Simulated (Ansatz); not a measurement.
Reactions of C4H5F3S (`C=CCSC(F)(F)F`).

Isolated molecules relaxed with PBE0-D4/def2-TZVP in Ansatz; ΔE leaves out vibrations. CCSD(T)/CBS is the MP2 limit (def2-TZVPP, def2-QZVPP) plus CCSD(T) − MP2 in def2-TZVPP, frozen cores. This one scheme is used for every species. DFT in def2-TZVPP. For Ge, Se outer-core shells are correlated without core-valence functions, which leaves a few kJ/mol of doubt a bond. Scalar relativity is left out up to krypton. One conformer a species, not always the lowest.

| reaction | PBE-D4 (kJ/mol) | r2SCAN-D4 (kJ/mol) | ωB97M-V (kJ/mol) | CCSD(T)/CBS(def2) (kJ/mol) |
| --- | --- | --- | --- | --- |
| `C=CCSC(F)(F)F` + `O[SiH2][SeH]` → `C=C[Se][SiH2]O` + `CSC(F)(F)F` | 2 | 5 | 8 | 7 |
| `C=CCSC(F)(F)F` + `[SiH3]CS` → `C=CSC[SiH3]` + `CSC(F)(F)F` | -6 | -6 | 2 | 2 |
| `C=CCSC(F)(F)F` + `[OH][GeH2][F]` → `[F][GeH2][O]C(F)(F)F` + `C=CCS` | -13 | -21 | -23 | -20 |
| `C=CCSC(F)(F)F` + H₂O → `C=CCO` + `FC(F)(F)S` | 49 | 48 | 47 | 54 |

Largest T1 diagnostic: 0.012, for `FC(F)(F)S`.
